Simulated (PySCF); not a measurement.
B(Cl)(Me)(OSiH3) (CH₆BClOSi), SMILES B(Cl)(C)O[SiH3]. Geometry optimised at r2SCAN-D4/def2-SVP. The structure was generated by enumeration, and PubChem lists no compound with its InChIKey, so it may never have been made. The values are those of a single conformer.

**Question.** Give the equilibrium geometry at r2SCAN-D4/def2-SVP (PySCF confirms it by a frequency run) as a Z-matrix. (The exact figures need the calculation; the answer reports its results.)

**Answer.** Several could match; the one computed here: 
```
O
B 1 1.3487
C 2 1.5676 1 125.55
H 3 1.1001 2 114.15 1 -0.34
H 3 1.1029 4 108.55 2 123.01
H 3 1.1030 4 108.52 5 114.12
Si 1 1.6746 2 140.85 3 -0.13
H 7 1.4868 1 107.82 2 122.82
H 7 1.4872 8 110.34 1 -117.67
Cl 2 1.7877 1 116.00 7 179.82
H 7 1.4923 8 109.88 9 -121.31
```
